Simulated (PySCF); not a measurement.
Simulated outer-valence photoelectron spectrum of `[BH2-]1[NH2+][BH2-][NH2+]1`. Method used: EOM-IP-CCSD/aug-cc-pVDZ in PySCF, restricted Hartree–Fock reference, frozen core, non-relativistic, gas phase, PBE0-D3(BJ)/def2-SVP geometry.

Each root has a Gaussian of 0.8 eV full width with its one-hole share as area; cross sections and vibrations are left out, and the highest printed point is 100.

| ionisation energy (eV) | intensity |
| --- | --- |
| 9.2 | 0 |
| 9.4 | 1 |
| 9.6 | 3 |
| 9.8 | 11 |
| 10.0 | 27 |
| 10.2 | 49 |
| 10.4 | 67 |
| 10.6 | 78 |
| 10.8 | 84 |
| 11.0 | 85 |
| 11.2 | 81 |
| 11.4 | 68 |
| 11.6 | 47 |
| 11.8 | 25 |
| 12.0 | 10 |
| 12.2 | 4 |
| 12.4 | 6 |
| 12.6 | 19 |
| 12.8 | 45 |
| 13.0 | 77 |
| 13.2 | 99 |
| 13.4 | 100 |
| 13.6 | 87 |
| 13.8 | 72 |
| 14.0 | 58 |
| 14.2 | 39 |
| 14.4 | 20 |
| 14.6 | 7 |
| 14.8 | 2 |
| 15.0 | 0 |
| 15.2 | 0 |
| 15.4 | 0 |
| 15.6 | 0 |
| 15.8 | 0 |
| 16.0 | 1 |
| 16.2 | 5 |
| 16.4 | 16 |
| 16.6 | 37 |
| 16.8 | 64 |
| 17.0 | 84 |
| 17.2 | 83 |
| 17.4 | 64 |
| 17.6 | 37 |
| 17.8 | 16 |
| 18.0 | 5 |
| 18.2 | 1 |
| 18.4 | 0 |

Task: Where are the maxima, and how many lines lie under the curve?

Result: 3 maxima, at 11.0, 13.3 and 17.1 eV, from 8 lines. At this width some lines have no maximum of their own.

Task: List the lines with their holes.

Result: 
| E (eV) | leading hole (HF orbital) | area | Koopmans (eV) |
| --- | --- | --- | --- |
| 10.39 | HOMO | 0.95 | 11.37 |
| 10.91 | HOMO-1 | 0.96 | 11.54 |
| 11.38 | HOMO-2 | 0.96 | 12.08 |
| 13.14 | HOMO-3 | 0.95 | 14.61 |
| 13.33 | HOMO-4 | 0.95 | 14.70 |
| 13.94 | HOMO-5 | 0.94 | 14.99 |
| 16.94 | HOMO-6 | 0.95 | 18.20 |
| 17.27 | HOMO-7 | 0.91 | 19.13 |

The widest gap, 3.00 eV, lies between 13.94 and 16.94 eV. Only orbitals with −ε under 21 eV, eight at most, were ionised, so the high end of the curve may lack lines.
